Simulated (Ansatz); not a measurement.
`CSC=S` + `[NH2][InH2]` → `S=C[NH][InH2]` + CH₃SH  (substitution at a C–S bond)

Calculated with Ansatz (gas phase, PBE0-D4/def2-TZVP geometries, no zero-point term in ΔE). CCSD(T)/CBS is the MP2 limit (def2-TZVPP, def2-QZVPP) plus CCSD(T) − MP2 in def2-TZVPP, frozen cores. This one scheme is used for every species. DFT in def2-TZVPP. def2 core potentials past Kr. For In outer-core shells are correlated without core-valence functions, which leaves a few kJ/mol of doubt a bond. One conformer a species, not always the lowest.

`CSC=S`:

Cartesian coordinates in Å:
```
C -1.121 -0.472 -0.264
S -0.053 -0.073 1.131
C 1.333 0.560 0.349
S 2.655 1.097 1.109
H -1.365 0.422 -0.837
H -2.039 -0.882 0.159
H -0.661 -1.224 -0.905
H 1.251 0.573 -0.741
```

`[NH2][InH2]`:

Z-matrix (Å, degrees):
```
N
In 1 2.007
H 1 1.006 2 124.3
H 1 1.006 2 124.3 3 -179.6
H 2 1.712 1 115.0 3 -0.2
H 2 1.712 1 115.0 3 179.8
```

`S=C[NH][InH2]`:

Cartesian coordinates in Å:
```
S -1.514 2.175 -1.277
C -0.863 1.061 -0.270
N 0.069 0.151 -0.581
In 0.883 -1.252 0.704
H -1.189 1.013 0.774
H 0.350 0.220 -1.554
H 0.222 -1.132 2.268
H 2.042 -2.236 -0.062
```

CH₃SH:

Cartesian coordinates in Å:
```
C 0.381 -0.307 -0.048
S -0.422 1.259 0.361
H 0.015 -1.119 0.579
H 1.443 -0.165 0.152
H 0.257 -0.556 -1.101
H -1.674 0.887 0.057
```

Is it downhill or uphill in electronic energy at CCSD(T)/CBS, and by how much? (Estimate.)

Ansatz gave: Downhill: ΔE = -8.8 kcal/mol.

What do these levels give: B97M-V, PBE0-D4, BHLYP-D4, ωB97X-V, ωB97M-V, MP2/CBS(def2)? (An estimate is asked.)

Ansatz gave: B97M-V -9.4, PBE0-D4 -9.8, BHLYP-D4 -11.6, ωB97X-V -10.7, ωB97M-V -9.8, MP2/CBS(def2) -7.6 kcal/mol.

Largest T1 diagnostic among the species: 0.018.

From PBE to PBE0 (25 % exact exchange), in def2-TZVPP and without D4, ΔE moves by −1.6 kcal/mol. Leaving LDA and LC-ωPBE aside and taking each functional with its dispersion term where it has one, the values, not all of them listed here, spread over 3.5 kcal/mol, from BHLYP-D4 to PBE-D4.
